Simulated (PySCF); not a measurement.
C2H6O2, SMILES OCCO. Geometry optimised at PBE-D3(BJ)/def2-SVP. The values are those of a single conformer.

Computed equilibrium geometry at PBE-D3(BJ)/def2-SVP (PySCF confirms it by a frequency run) as bond lengths and angles (one conformer of several):
Atoms: O1 C2 C3 O4 H5 H6 H7 H8 H9 H10. Bonded distances (Å): O1–C2 1.426, O1–H5 0.972, C2–C3 1.523, C2–H6 1.116, C2–H7 1.118, C3–O4 1.410, C3–H8 1.111, C3–H9 1.121, O4–H10 0.980. Bond angles (°): C2–O1–H5 108.3, O1–C2–C3 105.9, O1–C2–H6 111.3, O1–C2–H7 112.1, C3–C2–H6 108.9, C3–C2–H7 110.5, H6–C2–H7 108.1, C2–C3–O4 110.7, C2–C3–H8 109.9, C2–C3–H9 108.4, O4–C3–H8 108.4, O4–C3–H9 112.2, H8–C3–H9 107.2, C3–O4–H10 103.7.
Charge 0, spin multiplicity 1.
